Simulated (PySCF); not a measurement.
Simulation results for ClFOSi, B$_{2}$H$_{2}$O, B$_{2}$FH$_{2}$O, CH$_{5}$BOSi

All values are calculated (PySCF 2.14.0). Calculation on a computer-drawn molecule: optimised geometry and harmonic frequencies of an isolated molecule of the commonest isotopes, restricted reference for singlets and unrestricted otherwise, frozen core in MP2.

Common to all runs: multiplicity 1.

```yaml
- entry: 1
  formula: ClFOSi
  start_structure:
    atoms_angstrom:
      - [O, -0.6017, 3.5837, 3.6007]
      - [Si, 0.6013, 2.8872, 3.1895]
      - [F, 0.711, 2.1834, 1.7288]
      - [Cl, 2.3508, 2.3924, 3.9905]
  given:
    charge: 0
    method: HF
    basis: "cc-pV(D+d)Z"
    drawn_bonds_atom: [1, 2, 2]
    drawn_bonds_other_atom: [2, 3, 4]
    drawn_bonds_order: [2, 1, 1]
  results:
    optimised_atom_element: [O, Si, F, Cl]
    "optimised_atom_x [angstrom]": [-0.5577, 0.5965, 0.6991, 2.324]
    "optimised_atom_y [angstrom]": [3.597, 2.837, 2.181, 2.432]
    "optimised_atom_z [angstrom]": [3.656, 3.122, 1.692, 4.039]
    "modes_frequency [cm^-1]": [271.2, 347.5, 371.3, 608.9, 943.0, 1402]
    "modes_reduced_mass [dalton]": [21.5, 20.0, 23.47, 26.16, 21.33, 19.77]
    "rotational_constants [GHz]": [7.828, 3.783, 2.551]
    "total_energy [hartree]": -922.8499
    "convergence_status_largest_gradient_component [hartree/bohr]": 2.314e-05
- entry: 2
  formula: B2H2O
  start_structure:
    atoms_angstrom:
      - [B, 1.8761, -1.5108, 0.0684]
      - [B, 2.6022, -0.1146, -0.3211]
      - [O, 3.0783, 1.0338, -0.6493]
      - [H, 1.4153, -2.2007, -0.7279]
      - [H, 1.8214, -1.8286, 1.1719]
  given:
    charge: 0
    method: HF
    basis: cc-pVDZ
    drawn_bonds_atom: [1, 2, 1, 1]
    drawn_bonds_other_atom: [2, 3, 4, 5]
    drawn_bonds_order: [1, 2, 1, 1]
  results:
    optimised_atom_element: [B, B, O, H, H]
    "optimised_atom_x [angstrom]": [1.871, 2.592, 3.094, 1.411, 1.826]
    "optimised_atom_y [angstrom]": [-1.515, -0.03422, 0.9995, -2.221, -1.85]
    "optimised_atom_z [angstrom]": [0.07837, -0.3476, -0.6448, -0.767, 1.223]
    "modes_frequency [cm^-1]": [334.3, 357.5, 749.9, 834.8, 1015, 1277, 2154, 2724, 2812]
    "modes_reduced_mass [dalton]": [2.745, 5.098, 4.825, 1.63, 1.426, 1.156, 11.97, 1.055, 1.128]
    "rotational_constants [GHz]": [234.9, 7.825, 7.573]
    "total_energy [hartree]": -125.4242
    "convergence_status_largest_gradient_component [hartree/bohr]": 3.324e-06
- entry: 3
  formula: B2FH2O
  start_structure:
    atoms_angstrom:
      - [B, -0.5805, -1.0229, 0.9414]
      - [O, -2.0384, -1.1656, 1.0284]
      - [B, -3.2498, -1.2845, 1.1009]
      - [F, -4.4816, -1.4054, 1.1745]
      - [H, 0.0159, -1.9903, 1.2566]
      - [H, -0.2237, 0.0377, 0.5693]
  given:
    charge: 1
    method: MP2
    basis: cc-pVDZ
    drawn_bonds_atom: [1, 2, 3, 1, 1]
    drawn_bonds_other_atom: [2, 3, 4, 5, 6]
    drawn_bonds_order: [1, 1, 1, 1, 1]
  results:
    optimised_atom_element: [B, O, B, F, H, H]
    "optimised_atom_x [angstrom]": [-0.5625, -2.03, -3.264, -4.518, 0.02919, -0.213]
    "optimised_atom_y [angstrom]": [-1.021, -1.165, -1.286, -1.409, -2.0, 0.04977]
    "optimised_atom_z [angstrom]": [0.9403, 1.028, 1.102, 1.177, 1.26, 0.5649]
    "modes_frequency [cm^-1]": [46.71, 82.83, 436.5, 460.3, 670.6, 967.2, 1062, 1172, 1236, 2103, 2747, 2921]
    "modes_reduced_mass [dalton]": [4.122, 5.813, 11.86, 12.01, 6.548, 1.242, 1.301, 10.26, 1.136, 11.93, 1.036, 1.149]
    "rotational_constants [GHz]": [211.5, 3.629, 3.568]
    "total_energy [hartree]": -225.1678
    "convergence_status_largest_gradient_component [hartree/bohr]": 1.985e-05
- entry: 4
  formula: CH5BOSi
  start_structure:
    atoms_angstrom:
      - [B, 0.074, -1.586, -1.7825]
      - [Si, -0.9462, -0.6134, -0.5083]
      - [C, -1.5731, 1.0448, -0.8754]
      - [O, -1.4369, 1.6238, -2.1167]
      - [H, 0.5007, -2.648, -1.5455]
      - [H, 0.3115, -1.1452, -2.8387]
      - [H, -1.3631, -0.9046, 0.8636]
      - [H, -2.1664, 1.5334, -0.1856]
      - [H, -0.9791, 1.1155, -2.6874]
  given:
    charge: 0
    method: HF
    basis: "cc-pV(D+d)Z"
    drawn_bonds_atom: [1, 2, 3, 1, 1, 2, 3, 4]
    drawn_bonds_other_atom: [2, 3, 4, 5, 6, 7, 8, 9]
    drawn_bonds_order: [1, 2, 1, 1, 1, 1, 1, 1]
  results:
    optimised_atom_element: [B, Si, C, O, H, H, H, H, H]
    "optimised_atom_x [angstrom]": [0.07685, -0.9736, -1.585, -1.452, 0.5377, 0.2702, -1.339, -2.17, -0.9434]
    "optimised_atom_y [angstrom]": [-1.603, -0.5838, 0.9936, 1.65, -2.686, -1.119, -0.9618, 1.588, 1.143]
    "optimised_atom_z [angstrom]": [-1.772, -0.4615, -0.9311, -2.081, -1.551, -2.856, 0.912, -0.2345, -2.7]
    "modes_frequency [cm^-1]": [141.3, 154.8, 338.2, 407.3, 456.3, 617.6, 674.6, 688.8, 799.6, 866.8, 895.7, 1004, 1256, 1277, 1371, 1583, 2369, 2666, 2757, 3322, 4113]
    "modes_reduced_mass [dalton]": [3.216, 2.237, 1.14, 2.612, 1.032, 1.404, 2.496, 2.108, 1.45, 2.528, 1.275, 1.269, 1.258, 1.667, 1.745, 1.397, 1.043, 1.058, 1.12, 1.088, 1.066]
    "rotational_constants [GHz]": [11.35, 3.881, 2.892]
    "total_energy [hartree]": -429.1695
    "convergence_status_largest_gradient_component [hartree/bohr]": 3.262e-05
```
